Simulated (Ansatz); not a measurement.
Total energies of C8H20Sn (`C[CH2][Sn]([CH2]C)([CH2]C)[CH2]C`).

```xyz
29

C    -1.047    0.806    2.790
C    -1.398   -0.276    1.777
Sn   -0.347   -0.084   -0.101
C     1.765   -0.426    0.208
C     2.558   -0.446   -1.092
C    -0.606    1.909   -0.903
C     0.356    2.934   -0.317
C    -1.070   -1.567   -1.496
C    -0.804   -2.995   -1.039
H    -1.299    1.803    2.418
H    -1.583    0.670    3.735
H     0.021    0.810    3.024
H    -2.470   -0.266    1.558
H    -1.174   -1.268    2.179
H     1.875   -1.373    0.744
H     2.139    0.352    0.879
H     3.625   -0.620   -0.919
H     2.208   -1.233   -1.766
H     2.470    0.500   -1.634
H    -1.644    2.206   -0.726
H    -0.485    1.844   -1.988
H     0.233    3.036    0.765
H     1.399    2.656   -0.493
H     0.208    3.927   -0.754
H    -0.593   -1.374   -2.461
H    -2.141   -1.398   -1.641
H     0.265   -3.182   -0.901
H    -1.170   -3.731   -1.762
H    -1.293   -3.211   -0.084
```

Total charge 0; spin multiplicity 1. Correlated methods include outer-core shells of Sn, which these sets cover unevenly. Sn: def2 effective core potential. Geometry: relaxed with PBE0-D4/def2-TZVP. It is one conformer, not always the lowest. Basis def2-TZVPP, the Gaussian-basis code of Ansatz.

RPA on PBE orbitals: Hartree–Fock energy of these orbitals -527.94346 Eh, correlation -2.90318 Eh (frozen core).

| functional | energy without D4 (Eh) | D4 term (kJ/mol) |
| --- | --- | --- |
| PBE | -530.83175 | -70.7 |
| BLYP | -531.03418 | -147.4 |

(1) Give the same for LDA (SPW92), revPBE, r2SCAN, B97M-V, PBE0, B3LYP, r2SCANh, r2SCAN0, HSE06 (plane-wave form), BHLYP, CAM-B3LYP, LC-ωPBE, ωB97X-V, ωB97M-V, B2PLYP, PBE-QIDH. (Estimate.)

B3LYP takes the VWN-RPA correlation (the form of Gaussian; ORCA's B3LYP/G). HSE06 is the plane-wave form, built on full-range PBE exchange. The double hybrids freeze the cores in their second-order part.

Answers

(1) The calculation gave: 
```json
{"functional": "LDA (SPW92)", "energy without D4 (Eh)": "-527.91854", "D4 term (kJ/mol)": "–"}
{"functional": "revPBE", "energy without D4 (Eh)": "-531.24059", "D4 term (kJ/mol)": "-196.6"}
{"functional": "r2SCAN", "energy without D4 (Eh)": "-531.17906", "D4 term (kJ/mol)": "-20.6"}
{"functional": "B97M-V", "energy without D4 (Eh)": "-531.31479", "D4 term (kJ/mol)": "–"}
{"functional": "PBE0", "energy without D4 (Eh)": "-530.91008", "D4 term (kJ/mol)": "-61.5"}
{"functional": "B3LYP", "energy without D4 (Eh)": "-531.39515", "D4 term (kJ/mol)": "-111.2"}
{"functional": "r2SCANh", "energy without D4 (Eh)": "-531.15861", "D4 term (kJ/mol)": "-21.8"}
{"functional": "r2SCAN0", "energy without D4 (Eh)": "-531.12998", "D4 term (kJ/mol)": "-23.9"}
{"functional": "HSE06 (plane-wave form)", "energy without D4 (Eh)": "-530.88744", "D4 term (kJ/mol)": "-57.9"}
{"functional": "BHLYP", "energy without D4 (Eh)": "-531.01790", "D4 term (kJ/mol)": "-87.9"}
{"functional": "CAM-B3LYP", "energy without D4 (Eh)": "-531.09004", "D4 term (kJ/mol)": "-63.2"}
{"functional": "LC-ωPBE", "energy without D4 (Eh)": "-531.15326", "D4 term (kJ/mol)": "–"}
{"functional": "ωB97X-V", "energy without D4 (Eh)": "-531.20532", "D4 term (kJ/mol)": "–"}
{"functional": "ωB97M-V", "energy without D4 (Eh)": "-531.05697", "D4 term (kJ/mol)": "–"}
{"functional": "B2PLYP", "energy without D4 (Eh)": "-530.77913", "D4 term (kJ/mol)": "–"}
{"functional": "PBE-QIDH", "energy without D4 (Eh)": "-530.68220", "D4 term (kJ/mol)": "–"}
```

LC-ωPBE has ω = 0.4 bohr⁻¹.
